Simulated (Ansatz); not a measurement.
Geometry optimisation, Ansatz, RKS PBE0-D4/def2-SVP.

The input (input.yaml):

```yaml
crystal:
  periodic: [false, false, false]
  atoms:
    - { symbol: B, position_ang: [-0.790601, -0.694322, -0.809876] }
    - { symbol: Br, position_ang: [0.40347, 1.918896, -2.525283] }
    - { symbol: H, position_ang: [0.061258, -1.374108, -1.327546] }
    - { symbol: H, position_ang: [-1.880107, -0.492446, -1.285751] }
    - { symbol: H, position_ang: [0.050052, 1.423911, -1.180307] }
    - { symbol: "N", position_ang: [-0.490488, -0.084177, 0.490935] }
    - { symbol: C, position_ang: [0.715048, -0.250479, 1.265571] }
    - { symbol: H, position_ang: [-1.219107, 0.452472, 0.950527] }
    - { symbol: H, position_ang: [1.472897, -0.766656, 0.660737] }
    - { symbol: H, position_ang: [1.135869, 0.717884, 1.585174] }
    - { symbol: H, position_ang: [0.541609, -0.850974, 2.17582] }
basis:
  gaussian: { orbitals: def2-SVP }
hamiltonian:
  xc: pbe0
  dispersion: d4
relax:
  f_tol: 0.03
  max_steps: 50
output:
  orbitals: {}
```

Launched with:

```bash
$ ansatz run input.yaml --threads 2 --pin off --max-ram 3072MiB --backend cpu --events-out ev --progress --plain --runs-dir out
```

Problem. Where does it end, and by what steps?

Solution. The run converged. After 12 steps the energy has fallen by 0.204 eV; Br2 moved furthest, 1.05 Å.

| step | energy less start (eV) | largest force component (eV/Å) | accepted |
| --- | --- | --- | --- |
| 0 | 0.0000 | 2.273 | yes |
| 1 | -0.1114 | 0.975 | yes |
| 2 | -0.1525 | 0.132 | yes |
| 3 | -0.1685 | 0.237 | yes |
| 4 | -0.1723 | 0.485 | yes |
| 5 | -0.1895 | 0.142 | yes |
| 6 | -0.1916 | 0.231 | yes |
| 7 | -0.1980 | 0.212 | yes |
| 8 | -0.1980 | 0.337 | no |
| 9 | -0.2026 | 0.048 | yes |
| 10 | -0.2033 | 0.041 | yes |
| 11 | -0.2037 | 0.049 | yes |
| 12 | -0.2039 | 0.026 | yes |

```xyz
11
Properties=species:S:1:pos:R:3
B -0.899 -0.970 -0.722
Br 0.723 2.494 -1.703
H -0.113 -1.795 -1.125
H -2.004 -0.839 -1.194
H 0.090 1.355 -1.092
N -0.512 -0.117 0.313
C 0.726 -0.154 1.063
H -1.196 0.538 0.680
H 1.394 -0.905 0.620
H 1.241 0.820 1.042
H 0.550 -0.427 2.117
```

Whether the end is a true minimum wasn't checked by a vibrational analysis.

The run took 17 s on 2 threads of AMD EPYC 9R45 96-Core Processor (Zen 5), with other jobs on the host, peak memory 0.27 GiB.
